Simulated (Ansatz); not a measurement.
Basis sets compared for Hf2Cl8 (relaxed from a model of Hf2(Cl)8, whose bonding it doesn't keep). Total charge 0; singlet. Geometry r2SCAN-D4/def2-SVP. Ansatz on 4 threads of Intel Xeon on a shared host; times are rough, and most runs start from earlier orbitals.

```xyz
10

Hf    0.586    0.925    1.740
Cl   -1.393    1.965    2.396
Cl    1.286    0.000    3.765
Cl    2.329    2.434    1.369
Cl    0.469   -1.365    0.727
Hf   -0.548   -0.925   -1.752
Cl    1.153   -2.300   -2.566
Cl   -1.309    0.006   -3.752
Cl   -2.443   -2.110   -1.090
Cl   -0.131    1.370   -0.839
```

In the def2 sets Hf takes a core potential; there is no spin–orbit coupling.

Binding counts from free atoms (Hf triplet, Cl doublet) in the same basis, without a counterpoise term.

```
           level  functions  energy (Eh)  HOMO (eV)  LUMO (eV)  binding per atom (eV)  wall time
 PBE-D4/def2-SVP        208   -3775.7058      -8.13      -3.58                   4.34        8 s
PBE0-D4/def2-SVP        208   -3775.9384      -9.57      -2.92                   4.23       14 s
```

Question: Estimate the rows for PBE-D4/def2-TZVP, PBE0-D4/def2-TZVP (with forces).

Answer: 
```tsv
level	functions	energy (Eh)	HOMO (eV)	LUMO (eV)	binding per atom (eV)	wall time
PBE-D4/def2-TZVP	376	-3776.9857	-8.12	-3.53	4.28	15 s
PBE0-D4/def2-TZVP (with forces)	376	-3777.2111	-9.51	-2.79	4.21	67 s
```
